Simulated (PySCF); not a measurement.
H₁₂Si₅, triplet, at the geometry of the source list (a higher spin typed on purpose: for a closed-shell molecule this is an excited state) (in this run its highest filled SCF level lies above zero, so its values depend strongly on the basis, on diffuse functions most of all). Base run: R2SCAN/STO-3G (PySCF).

PySCF was given this input:
```python
from pyscf import gto, scf, dft

mol = gto.M(
    atom='''
Si   -0.408800   -0.874300   -2.137500
Si   -0.000000   -0.000000    0.000000
Si   -0.011700    2.343200   -0.098400
Si   -1.671000   -0.728900    1.475500
Si    2.091500   -0.740000    0.760400
H    -1.703600   -0.451600   -2.677100
H    -0.415700   -2.339300   -2.151300
H     0.600000   -0.458300   -3.115000
H     0.238200    2.959700    1.206900
H    -1.292700    2.877500   -0.567500
H     1.010900    2.870600   -1.005200
H    -3.009400   -0.300600    1.061300
H    -1.722000   -2.188800    1.586500
H    -1.478300   -0.219300    2.835500
H     2.171300   -2.200300    0.846800
H     3.187100   -0.319200   -0.116400
H     2.414200   -0.230600    2.095600
''',
    basis='sto-3g',
    charge=0,
    spin=2,
    verbose=4,
)

mf = dft.UKS(mol)
mf.xc = 'r2scan'
mf.kernel()
```

Each row names what was changed in the base input (with any setting that the change needs).

```tsv
change	ΔE vs base (mEh)	fitting functions	dipole (D)
base	0.000	-	0.01
auxbasis = default (with mf = mf.density_fit())	-3.833	856	0.01
auxbasis = even-tempered beta=2.0	-15.325	470	0.27
auxbasis = cc-pvqz-jkfit	-1.117	1352	0.01
auxbasis = autoaux	-13.787	594	0.28
auxbasis = def2-tzvp-ri	-76.484	745	0.01
auxbasis = even-tempered beta=3.0	-47.149	291	0.27
auxbasis = def2-svp-ri	-2196.6	478	0.01
auxbasis = cc-pvdz-jkfit	-1.264	836	0.01
```

A fitting set is made for a task (jfit for Coulomb, jkfit for Coulomb and exchange, ri for correlation) and for a family of orbital bases.

Open shells are given as the SCF converged; they aren't shown to be the lowest states, and a large step between rows can be another state.
